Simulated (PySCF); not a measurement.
C4H5FO, SMILES [C@@H]1(C=O)C[C@H]1F.

The structure is a stationary point at B3LYP-D3(BJ)/def2-SVP. Other conformers were not sampled.

Method: TDDFT-ωB97X/def2-SVPD run with PySCF.

Vertical excitations. Isolated molecule, no solvent.

Computed lowest excited states:
| state | energy (eV) | λ (nm) | f | main pairs |
|---|---|---|---|---|
| S1 | 4.38 | 283 | 0.000 | HOMO→LUMO 93 % |
| S2 | 7.44 | 167 | 0.234 | HOMO−1→LUMO 91 % |
| S3 | 7.92 | 157 | 0.012 | HOMO−2→LUMO 86 % |
| S4 | 8.10 | 153 | 0.088 | HOMO→LUMO+1 52 %, HOMO→LUMO+3 28 % |
| S5 | 8.63 | 144 | 0.026 | HOMO→LUMO+4 24 %, HOMO→LUMO+2 21 %, HOMO→LUMO+3 13 %, HOMO→LUMO+1 12 % |
| S6 | 8.80 | 141 | 0.062 | HOMO→LUMO+4 29 %, HOMO→LUMO+5 21 %, HOMO−1→LUMO+1 10 %, HOMO−1→LUMO+2 9 % |
| S7 | 9.04 | 137 | 0.018 | HOMO−1→LUMO+1 33 %, HOMO→LUMO+2 32 %, HOMO−1→LUMO+2 8 %, HOMO→LUMO+5 6 % |
| S8 | 9.23 | 134 | 0.003 | HOMO−2→LUMO+1 27 %, HOMO→LUMO+3 13 %, HOMO−1→LUMO+2 11 %, HOMO→LUMO+2 9 % |
| S9 | 9.36 | 132 | 0.017 | HOMO→LUMO+5 27 %, HOMO−4→LUMO 19 %, HOMO→LUMO+4 12 %, HOMO→LUMO+8 5 % |
| S10 | 9.43 | 131 | 0.009 | HOMO−1→LUMO+1 26 %, HOMO−4→LUMO 17 %, HOMO−1→LUMO+2 16 %, HOMO−1→LUMO+5 11 % |
| T1 | 3.84 | 323 | 0 | HOMO→LUMO 93 % |
| T2 | 5.68 | 218 | 0 | HOMO−1→LUMO 62 %, HOMO−3→LUMO 19 % |
| T3 | 7.37 | 168 | 0 | HOMO−2→LUMO 55 %, HOMO−1→LUMO 17 %, HOMO−3→LUMO 9 % |
| T4 | 7.71 | 161 | 0 | HOMO−5→LUMO 29 %, HOMO−2→LUMO 23 %, HOMO−3→LUMO 23 %, HOMO−1→LUMO 14 % |
Triplets are in the Tamm–Dancoff approximation, which puts them higher than full response would, so one can lie above its singlet here.
